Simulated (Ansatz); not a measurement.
Species: sum formula H$_{4}$SiNO$_{2}$ (charge 0, doublet). It need not be the lowest isomer of its formula. 
Geometry from a B3LYP-D3(BJ)/def2-TZVP (Ansatz, a quantum-chemistry and plane-wave program) optimisation:
SMILES: [Si](O)(O)N
```xyz
8

Si     0.2512     0.0208    -0.2697
O      1.0758     0.0995     1.1666
O     -0.8507     1.2298    -0.5406
N     -0.7000    -1.3882    -0.1291
H      1.9100     0.5760     1.1557
H     -0.5284     2.0066    -1.0050
H     -0.3248    -2.2329     0.2704
H     -1.4751    -1.5580    -0.7490
```
Charge 0, spin multiplicity 2.

Total electronic energies in hartree. Cores are frozen in the correlated levels unless marked. UHF or UKS for open shells. No spin-orbit coupling. Non-relativistic unless marked X2C. CBS(X,Y): correlation extrapolated as X^-3; Hartree-Fock from the larger set (for Q and 5 zeta extrapolated as (X+1)exp(-9√X)).

```csv
level,program,energy (Eh)
HF/cc-pVTZ,Ansatz,-495.63141
BLYP-D4/def2-TZVPD,Ansatz + dftd4,[?]
PBE0/STO-3G,Ansatz,-490.55615
BHLYP-D4/def2-TZVPD,Ansatz + dftd4,[?]
r2SCAN0/def2-TZVPD,Ansatz,[?]
SCS-MP2/cc-pV(5+d)Z,Ansatz,-496.54490
X2C-CCSD(T)/cc-pVTZ-DK,Ansatz,-497.20868
"CCSD(T)/CBS(cc-pV(T+d)Z,cc-pV(Q+d)Z)",Ansatz,-496.6079
"CCSD(T)/CBS(cc-pV(Q+d)Z,cc-pV(5+d)Z)",Ansatz,-496.6133
```

**Question.** What belongs in the gaps?

**Answer.** 
- BLYP-D4/def2-TZVPD, energy (Eh): -497.26200
- BHLYP-D4/def2-TZVPD, energy (Eh): -497.19218
- r2SCAN0/def2-TZVPD, energy (Eh): -497.13060
